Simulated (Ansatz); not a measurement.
C6H7NO, SMILES `Nc1cccc(O)c1`. The species carries charge 0 and has multiplicity 1.

Z-matrix (Å, degrees):
```
N
C 1 1.384
H 1 1.006 2 115.5
H 1 1.006 2 115.7 3 134.7
C 2 1.393 1 120.3 3 -158.5
C 2 1.398 1 120.5 3 24.1
C 5 1.386 2 120.2 1 -177.3
H 5 1.084 2 120.9 1 2.4
C 6 1.382 2 119.8 1 177.3
H 6 1.084 2 119.8 1 -2.3
O 7 1.357 5 117.0 2 -179.9
C 7 1.390 5 120.8 2 -0.0
H 9 1.084 6 119.3 2 179.9
H 11 0.961 7 108.9 5 -179.9
H 12 1.085 7 120.5 5 -179.9
```

Q: List the harmonic frequencies (cm⁻¹, unscaled) at PBE0-D4/def2-TZVP in Ansatz. (Estimate.)

A: Computed: 219, 230, 315, 331, 356, 457, 464, 529, 539, 555, 642, 696, 752, 766, 828, 860, 928, 985, 1014, 1092, 1133, 1181, 1191, 1247, 1348, 1367, 1395, 1542, 1544, 1655, 1660, 1695, 3180, 3190, 3200, 3207, 3600, 3704, 3864.

Q: Is this a minimum?

A: Yes, all 39 modes are real.

Q: Give the ideal-gas thermochemistry at 298.15 K and 1 bar (rigid rotor, harmonic oscillator; point group C1, symmetry number 1).

A: Zero-point energy 319.8 kJ/mol; H(298) − E = 340.5 kJ/mol; entropy 338.9 J/(mol·K), of which translation 167.4, rotation 117.2, vibration 54.3; G(298) − E = 239.5 kJ/mol.

Q: Rotational constants (cm⁻¹)?

A: 0.126, 0.06159, 0.0414.
